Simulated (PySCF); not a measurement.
# Field gradients at the hydrogen positions

C5H7Cl3O.
Z-matrix (Å and degrees, GFN2-xTB geometry), rows numbered from 1:
```
C 
C   1  1.4996
O   2  1.1987  1  124.10
C   2  1.5432  1  114.23  3  -178.83
C   4  1.5288  2  109.12  1   124.19
C   4  1.5256  2  109.36  1  -113.47
Cl  6  1.7862  4  109.56  2    56.08
Cl  6  1.7677  4  112.77  2   -64.58
Cl  6  1.7848  4  110.26  2   173.98
H   1  1.0866  2  110.19  3    -0.32
H   1  1.0885  2  109.61  3   120.51
H   1  1.0882  2  109.52  3  -121.12
H   4  1.0936  2  109.74  1     3.49
H   5  1.0870  4  109.43  2   -64.81
H   5  1.0867  4  110.02  2    54.44
H   5  1.0865  4  110.61  2   175.26
```

Level: PBE0/pcSseg-1 (PySCF, non-relativistic); Q(2H) = 0.00286 b; rigid geometry, the same for H and D, with no vibrational averaging.

Task: Give the electric field gradient Vzz (the principal value of largest size), its asymmetry and the 2H coupling at each hydrogen.

Result: 
```csv
atom,bonded to,bond length (Å),Vzz (au),η,χzz (kHz)
H10,C1,1.087,0.3126,0.01,210
H11,C1,1.088,0.3127,0.04,210
H12,C1,1.088,0.3095,0.03,208
H13,C4,1.094,0.2904,0.03,195
H14,C5,1.087,0.3151,0.04,212
H15,C5,1.087,0.3077,0.03,207
H16,C5,1.086,0.3115,0.04,209
```

Task: Give the 2H NMR doublet splittings at H15 for a magnetic field along the z, y and x axes of the gradient: 3χ/2, 3χ(1 + η)/4, 3χ(1 − η)/4.

Result: With |χ| = 206.8 kHz and η = 0.032: 310, 160 and 150 kHz, to first order and without motion.

The structure is a single GFN2-xTB conformer in the gas phase; no vibrational or solvent corrections. GFN2-xTB bond lengths can be off by several hundredths of an ångström, more for odd bonds, and the gradients follow them. A larger basis could move these couplings by a tenth or more.
